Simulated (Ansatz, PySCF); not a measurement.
Spin states of HOY (SMILES [OH][Y]), each relaxed with B3LYP-D3(BJ)/def2-TZVP.
State 1 (charge 0, multiplicity 1):
```xyz
3

Y     -1.04134    -0.85897    -0.91826
O      0.20002     0.19513     0.15993
H      0.80805     0.71122     0.68801
```
State 2 (charge 0, multiplicity 3):
```xyz
3

Y     -1.059    -0.875    -0.934
O      0.210     0.202     0.168
H      0.816     0.720     0.695
```

```tsv
level	energy of the multiplicity-3 state less that of the multiplicity-1 state (kcal/mol)	cost
BLYP-D3(BJ)/def2-TZVPP	20.59	×1
r2SCAN/def2-TZVPP	9.66	×2
r2SCAN-D4/def2-TZVPP	9.66	×2
r2SCANh/def2-TZVPP	10.34	×2
CAM-B3LYP/def2-TZVPP	21.50	×0.6
CAM-B3LYP-D4/def2-TZVPP	21.50	×0.6
wB97X-V/def2-TZVPP	22.57	×4
wB97M-V/def2-TZVPP	25.03	×4
B2PLYP/def2-TZVPP	24.39	×2
B2PLYP-D3(BJ)/def2-TZVPP	24.39	×2
B2PLYP-D4/def2-TZVPP	24.40	×2
CCSD/def2-TZVPP	27.95	-
CCSD(T)/def2-TZVPP	30.03	×3
CCSD(T)/CBS(def2-SVP, def2-TZVPP)	30.40	×3
```

The rows run from 9.66 (r2SCAN/def2-TZVPP) to 30.40 kcal/mol (CCSD(T)/CBS(def2-SVP, def2-TZVPP)). The dispersion term adds 0.00 in r2SCAN-D4, 0.00 in CAM-B3LYP-D4, 0.00 in B2PLYP-D3(BJ). The 6 functionals in def2-TZVPP without D3 or D4 span 15.37, from r2SCAN to wB97M-V.

Singlets are restricted, other states unrestricted; no spin–orbit coupling, no relativity up to Kr; see below for the cores. The largest T1 diagnostic is 0.022.

Correlated levels freeze the inner cores; with def2 sets outer-core shells near the valence are correlated too. CBS(a, b) extrapolates the correlation energy as X⁻³ and adds the Hartree–Fock energy of set b.

Doubts at one or more of the structures used: a restricted determinant that unrestricted orbitals would lower (CCSD/def2-TZVPP, CCSD(T)/def2-TZVPP, CCSD(T)/CBS(def2-SVP, def2-TZVPP)).

Run with Ansatz (a first-principles code) with Gaussian orbitals; PySCF for the dispersion terms. Each number belongs to the level named beside it. In def2 rows elements past Kr take small-core potentials, without spin–orbit coupling.

Costs are rough ratios of core time to PBE/def2-TZVPP (about 24 s over the structures, on one shared machine); a dash marks a level with no comparable run of its own.
